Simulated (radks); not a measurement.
These are the eigenvalues of the occupied orbitals of an atom or ion with whole-number occupations (eV). Method: non-relativistic Kohn-Sham, r2SCAN, spin-polarised, spherical densities, point nucleus; meta-GGA in the generalised Kohn-Sham scheme; computed with a radial shooting solver on a logarithmic mesh with Libxc functionals.

1s down: -5854.228
1s up: -5854.210
2s up: -665.2045
2s down: -663.0772
2p up: -563.5150
2p down: -561.9073
3s up: -76.2850
3s down: -70.6376
3p up: -47.7180
3p down: -42.0268
4s up: -4.6070
3d up: -3.9682

Which element is it, and in what charge state? The configuration may be excited. Open shells, if any, are filled with parallel spins first.

Answer. Z = 24, chromium, charge 0: Cr in [Ar] 3d5 4s1. The list shows which subshells hold electrons but not how many an open one holds; the 1s level, -215.14 hartree, gives Z - s = 20.7 by -(Z - s)^2/2, which with screening narrows Z to a few neighbours, and the depths of the outer levels then fix element, charge and occupations together.
